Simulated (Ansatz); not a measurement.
Breaking a bond: AlO (cation, charge +1), lowest triplet found (which spin is the ground state isn't settled by this scan).

- UKS-PBE0 = unrestricted PBE0/cc-pVDZ (Ansatz, a program for electronic structure)
- UMP2 = Ansatz with MP2 on UHF/cc-pVDZ, frozen core
- FCI = Ansatz with full CI/cc-pVDZ, frozen core

Energies relative to the lowest point of each curve between 1.46 and 2.23 Å, where full CI is lowest, in kcal/mol:

```tsv
R / Å	UKS-PBE0	UMP2
1.35	101.5	103.6
1.46	45.8	46.2
1.55	20.5	20.2
1.62	9.2	8.6
1.70	2.3	1.8
1.77	0.1	0.0
1.81	0.0	0.4
1.87	0.9	2.7
1.96	3.7	9.4
2.01	5.6	12.8
2.10	9.3	16.6
2.23	14.2	18.8
```

Problem. What does FCI give at the same points?

Solution. 1.35: 106.6; 1.46: 48.9; 1.55: 22.5; 1.62: 10.5; 1.70: 3.1; 1.77: 0.4; 1.81: 0.0; 1.87: 0.5; 1.96: 2.7; 2.01: 4.4; 2.10: 7.3; 2.23: 10.5 (kcal/mol).

The scan ran from 1.35 to 6.40 Å; beyond the distances shown full CI changes its symmetry label. The unrestricted determinant behind UMP2 is spin-contaminated at 1.96 to 2.10 Å (<S²> up to 2.1, against 2.00 for a pure triplet).
